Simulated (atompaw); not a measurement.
What one change does to a pseudopotential (Pm, PAW (atompaw))

Pm (Z = 61), PAW, made with atompaw 4.2.0.5 (PBE, scalar-relativistic). Core [Kr] 4d10 5s2, reference 4f5 5p6 5d0 6s2 6p0. Waves: 6s (bound): rc 3.00 bohr; 6s channel at 2.7 Ry: rc 3.00 bohr; 5p (bound): rc 2.60 bohr; 6p (bound, empty): rc 3.00 bohr; 5d (bound, empty): rc 3.00 bohr; 5d channel at 0.35 Ry: rc 3.00 bohr; 4f (bound): rc 0.85 bohr; 4f channel at 3.6 Ry: rc 0.85 bohr. Local part: ultrasoft scheme with l = 4 at 1 Ry, radius 3.00 bohr. Core correction: smooth core density matched at 2.60 bohr. Augmentation charge: sinc compensation charge, radius 2.35 bohr; PAW radius 3.00 bohr; waves and projectors: custom rrkj gramschmidtortho.

All-electron outer shells of the reference configuration (PBE, scalar-relativistic, ld1.x):

| shell | level (eV) | outermost node (bohr) | outermost maximum (bohr) |
| --- | --- | --- | --- |
| 4d | -122.76 | 0.29 | 0.60 |
| 5s | -41.87 | 0.70 | 1.29 |
| 5p | -22.67 | 0.75 | 1.46 |
| 6s | -3.54 | 1.74 | 3.72 |
| 4f | -2.15 | – | 0.64 |
| 5d | -1.80 | 0.86 | 2.20 |
| 6p | -1.22 | 2.10 | 5.02 |

Change: reference 4f5 5p6 5d0 6s0 6p0.

Cutoffs: the cutoffs (Ry, on a coarse ladder) from which the occupation-weighted sum of valence levels, in a spherical-Bessel basis at the reference potential, stays within 10 and 1 mRy of its value at 400 Ry; they do not see the model core or the augmentation charge, which bear on the density cutoff.

Question: What does the change do?

Answer: Both files keep a bound ghost (s); the range in which the p phases agree widens (upper end 0.6 → 3.9); the range in which the d phases agree narrows (upper end 2.3 → 1.0).

| quantity | base | changed |
| --- | --- | --- |
| cutoff, loose | 260 Ry | 260 Ry |
| cutoff, tight | over 300 Ry | over 300 Ry |
| bound ghosts | s | s |
| s: phases at 3.02 bohr within 0.05 rad from the reference energy up to (Ry; the scan ends near 5) | 4.2 | 4.6 |
| p: phases at 3.02 bohr within 0.05 rad from the reference energy up to (Ry; the scan ends near 5) | 0.6 | 3.9 |
| d: phases at 3.02 bohr within 0.05 rad from the reference energy up to (Ry; the scan ends near 5) | 2.3 | 1.0 |
| f: phases at 3.02 bohr within 0.05 rad from the reference energy up to (Ry; the scan ends near 5) | to the end of the scan | 0.2 |
| lowest overlap eigenvalue by channel | s 0.77, p 0.08, d 0.96, f 1.00 | s 0.74, p 0.59, d 0.28, f 1.00 |

 A true bound ghost makes a file unfit for plane-wave use even where its test errors are small: the radial tests pick states by their node count and pass the ghost by. The cutoffs see the waves, projectors and local potential, not the compensation charge or the core.
